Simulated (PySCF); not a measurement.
SMILES FC(F)(F)[SiH2][Si](F)(F)F (CH₂F₆Si₂), GFN2-xTB optimised geometry.

```
11

F      0.32    -2.52    -1.39
C     -0.94    -2.05    -1.53
F     -1.62    -2.45    -0.45
F     -1.47    -2.69    -2.58
Si    -0.99    -0.11    -1.77
Si     0.04     0.91     0.00
F     -0.32     0.45     1.47
F      1.62     0.91     0.00
F     -0.32     2.45     0.00
H     -2.42     0.17    -1.88
H     -0.30     0.09    -3.05
```

Density from PBE0/def2-TZVP (PySCF) at that geometry.

Minimum of the electron density along straight lines between bonded atoms, close to the bond critical point (lines longer than 1.1 times the sum of covalent radii, or with two minima, are not listed):

| bond | length / Å | ρ at the minimum / e bohr⁻³ | ∇²ρ there / e bohr⁻⁵ | position (fraction from the first atom) |
|---|---|---|---|---|
| F1–C2 | 1.348 | 0.278 | -0.42 | 0.66 |
| C2–F3 | 1.347 | 0.279 | -0.42 | 0.34 |
| C2–F4 | 1.345 | 0.280 | -0.41 | 0.34 |
| C2–Si5 | 1.951 | 0.111 | 0.16 | 0.62 |
| Si5–Si6 | 2.286 | 0.102 | -0.11 | 0.36 |
| Si6–F7 | 1.583 | 0.146 | 1.07 | 0.42 |
| Si6–F8 | 1.585 | 0.145 | 1.07 | 0.42 |
| Si6–F9 | 1.588 | 0.144 | 1.05 | 0.42 |
| Si5–H10 | 1.466 | 0.125 | 0.18 | 0.49 |
| Si5–H11 | 1.467 | 0.125 | 0.18 | 0.49 |
